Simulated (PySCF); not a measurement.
**State search for GaF**

Unrestricted PBE0; Ga cc-pVTZ-PP with ECP10, F cc-pVTZ; scalar-relativistic core potentials (PySCF 2.14). Outer shells of the fragments: Ga 3d10 4s2 4p1; F 2s2 2p5.

Followed along the bond (rough minima from three points):

```csv
2Ms+1,unpaired,⟨S²⟩ at the start,R at minimum (Å),Te (eV)
1,none,0.00,1.79,0.00
3,"σ ↑, π ↑",2.00,1.77,3.99
```

Solutions found at the starting distance of 1.820 Å, counted from the lowest of them; the search is not exhaustive and high or unbound solutions are not listed, so other states can lie among these:

```csv
2Ms+1,unpaired,term,E (eV),⟨S²⟩,⟨Lz²⟩,μ (D)
1,none,¹Σ⁺,0.00,0.00,0.00,-2.47
3,"σ ↑, π ↑",³Π,4.01,2.00,1.00,-2.28
1,"σ ↑, π ↓",mixed,4.70,1.01,1.00,-1.93
3,σ ↑↑,³Σ⁺,6.25,2.00,0.00,-1.15
3,π ↑↑,mixed,7.52,2.01,2.01,2.38
3,π ↑↑,mixed,7.66,2.01,2.01,2.47
3,"σ ↑, π ↑",³Π,9.17,2.00,1.01,1.93
```

A term symbol is given only where ⟨S²⟩ and ⟨Lz²⟩ are close to those of a pure state; real π, δ and φ orbitals otherwise mix terms. A positive dipole means Ga(−)F(+).

Counting both spins, an empty level lies below a filled one in some of these solutions, because spin and occupation are held.
